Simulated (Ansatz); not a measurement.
The same ligand exchange along the group Al, Ga, In.

Computed with Ansatz on PBE0-D4/def2-TZVP structures; ΔE is electronic, products minus reactants. CCSD(T)/CBS adds triple-zeta CCSD(T) − MP2 to the extrapolated MP2 energy (def2 sets, frozen cores). This one scheme is used for every species. Elements past krypton have def2 core potentials. For Br, Ga, In outer-core shells are correlated without core-valence functions, which leaves a few kJ/mol of doubt a bond. Scalar relativity is left out up to krypton. One conformer a species, not always the lowest.

Q: Order these by ΔE at CCSD(T)/CBS, lowest first. (An estimate is asked.)
A. `[OH][Ga]([F])[Br]` + HCl → `[OH][Ga]([Cl])[Br]` + H–F
B. `[OH][Al]([F])[Br]` + HCl → `[OH][Al]([Cl])[Br]` + H–F
C. `[OH][In]([F])[Br]` + HCl → `[OH][In]([Cl])[Br]` + H–F

A: C (-64.0 kJ/mol), A (-39.3 kJ/mol), B (+18.7 kJ/mol).

Largest T1 diagnostic: 0.014, for `[OH][In]([F])[Br]`.
